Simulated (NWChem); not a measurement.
C4H3FS; SMILES Fc1ccsc1

```xyz
9

F     -0.2575    -2.3164     0.0000
C     -0.0658    -1.0038     0.0000
C      1.2340    -0.4300     0.0000
C      1.1689     0.9371     0.0000
S     -0.4510     1.5052     0.0000
C     -1.0845    -0.0906     0.0000
H      2.1539    -1.0148     0.0000
H      1.9957     1.6461     0.0000
H     -2.1545    -0.2871     0.0000
```
Atoms are numbered in this order, from 1.

Program: NWChem. Pople sets run with spherical d functions. Geometry: optimised at PBE0/def2-SVP. Vzz is the largest principal value of the second derivative of the potential at the nucleus (NWChem prints the opposite sign); η is the asymmetry. Non-relativistic.

```json
[
 {"level": "Hartree-Fock/6-31G*", "Vzz S5 (a.u.)": "1.975", "η S5": "0.70"},
 {"level": "Hartree-Fock/cc-pVTZ", "Vzz S5 (a.u.)": "1.969", "η S5": "(withheld)"},
 {"level": "CAM-B3LYP/6-31G*", "Vzz S5 (a.u.)": "1.859", "η S5": "0.74"}
]
```

Task: Fill in the missing entries.

Result: 
- Hartree-Fock/cc-pVTZ, η S5: 0.61
